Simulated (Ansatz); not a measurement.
Ansatz (a program for electronic structure) input (B97M-V/def2-TZVPD):

Ansatz 0.2 input:
```yaml
crystal:
  periodic: [false, false, false]
  atoms:
    - {symbol: C, position_ang: [-2.56198286, 0.05753583, -0.38844115]}
    - {symbol: C, position_ang: [-1.28144615, -0.63322418, -0.12899469]}
    - {symbol: C, position_ang: [-0.02953146, 0.06903181, -0.01122084]}
    - {symbol: O, position_ang: [0.02950273, 1.29426185, -0.12324829]}
    - {symbol: C, position_ang: [1.21501168, -0.76549955, 0.25702860]}
    - {symbol: C, position_ang: [2.48839542, 0.05833401, 0.36601850]}
    - {symbol: H, position_ang: [-2.40906304, 1.13178973, -0.47155074]}
    - {symbol: H, position_ang: [-3.02605074, -0.31156164, -1.31029119]}
    - {symbol: H, position_ang: [-3.28341644, -0.14165414, 0.41234371]}
    - {symbol: H, position_ang: [-1.27738419, -1.71290903, -0.02189599]}
    - {symbol: H, position_ang: [1.04397723, -1.34173457, 1.17306031]}
    - {symbol: H, position_ang: [1.30013477, -1.51084446, -0.54148795]}
    - {symbol: H, position_ang: [3.34756726, -0.58590836, 0.55792392]}
    - {symbol: H, position_ang: [2.41377900, 0.78598512, 1.17412941]}
    - {symbol: H, position_ang: [2.67175459, 0.61567498, -0.55258775]}
basis:
  gaussian:
    orbitals: def2-TZVPD
hamiltonian:
  xc: {name: B97M-V}
magnetization: {spin_polarized: true, initial_magnetization: 1}
output: {forces: true}
```

End of the output:

```
Atom 1 at    -1.281446    -0.633224    -0.128995 Å, force    -0.018203     0.103840    -0.012962 eV/Å
Atom 2 at    -0.029531     0.069032    -0.011221 Å, force     0.048513     0.030785     0.004211 eV/Å
Atom 3 at     0.029503     1.294262    -0.123248 Å, force     0.011015    -0.277969     0.029062 eV/Å
Atom 4 at     1.215012    -0.765500     0.257029 Å, force    -0.015391     0.201878    -0.022211 eV/Å
Atom 5 at     2.488395     0.058334     0.366019 Å, force    -0.145432    -0.080360    -0.013802 eV/Å
Atom 6 at    -2.409063     1.131790    -0.471551 Å, force    -0.017094    -0.139136     0.011169 eV/Å
Atom 7 at    -3.026051    -0.311562    -1.310291 Å, force     0.050175     0.053589     0.134668 eV/Å
Atom 8 at    -3.283416    -0.141654     0.412344 Å, force     0.088525     0.028271    -0.122020 eV/Å
Atom 9 at    -1.277384    -1.712909    -0.021896 Å, force     0.004814     0.108709    -0.010003 eV/Å
Atom 10 at     1.043977    -1.341735     1.173060 Å, force     0.009022     0.034116    -0.104719 eV/Å
Atom 11 at     1.300135    -1.510844    -0.541488 Å, force    -0.020713     0.053747     0.094307 eV/Å
Atom 12 at     3.347567    -0.585908     0.557924 Å, force    -0.115561     0.098967    -0.027026 eV/Å
Atom 13 at     2.413779     0.785985     1.174129 Å, force     0.007541    -0.087451    -0.108351 eV/Å
Atom 14 at     2.671755     0.615675    -0.552588 Å, force    -0.026653    -0.064876     0.120520 eV/Å
Dipole moment:    -0.187414    -0.571572     0.028375 e Å
```

It need not be the lowest isomer of its formula.
